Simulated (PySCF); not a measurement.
## Steps of a relaxation of [Lu(H2O)]3+

[Lu(H2O)]3+ (singlet in the valence; each metal's 4f electrons, 14 of them, lie in its core potential, out of spins and levels). PySCF 2.14.0, RKS r2SCAN, Lu lcecp-1-SVP with ECP60, O def2-SVP, H def2-SVP; non-relativistic Hamiltonian with scalar-relativistic core potentials where named; density fitting; no spin-orbit coupling. Origin of the start: template. Columns: position (Å) and force (eV/Å). Energies are counted from the last step; some of the 6 steps are shown. Forces carry noise of the integration grid, about 0.01 to 0.03 eV/Å.

Run from Python with OMP_NUM_THREADS=2. Where DIIS fails, smearing, a level shift and second-order steps follow.
It took 7.6 s on 2 threads of Arm Neoverse V2, on a shared host, from the converged density of the start.

```xyz
4
step 0  E = 0.376 eV
Lu    0.0000    0.0000   -0.2288     0.00    0.00    2.04
O     0.0000    0.0000    2.1562     0.00    0.00   -3.57
H     0.7700    0.0000    2.7462     1.02    0.00    0.77
H    -0.7700    0.0000    2.7462    -1.02    0.00    0.77
```

```xyz
4
step 2  E = 0.021 eV
Lu    0.0000    0.0000   -0.0449     0.00    0.00   -0.32
O     0.0000    0.0000    2.0471     0.00    0.00    1.37
H     0.7869    0.0000    2.7088    -0.45    0.00   -0.52
H    -0.7869    0.0000    2.7088     0.45    0.00   -0.52
```

```xyz
4
step 3  E = 0.004 eV
Lu    0.0000    0.0000   -0.0675     0.00    0.00    0.25
O     0.0000    0.0000    2.0677     0.00    0.00    0.17
H     0.7850    0.0000    2.7099    -0.18    0.00   -0.21
H    -0.7850    0.0000    2.7099     0.18    0.00   -0.21
```

Problem. Where does the relaxation end?

Solution. It converges at step 5 in C2v:
```xyz
4
step 5  E = 0
Lu    0.0000    0.0000   -0.0517
O     0.0000    0.0000    2.0677
H     0.7827    0.0000    2.7019
H    -0.7827    0.0000    2.7019
```

Problem. How did the contacts change?

Solution. 
```json
{"contact": "Lu1–O2 (H2O)", "start (Å)": "2.385", "end (Å)": "2.119"}
```


No frequency check is given that shows the relaxed geometry to be a minimum. An lcecp potential fixes the number of 4f electrons, so in runs with it no electron can move into or out of that shell.
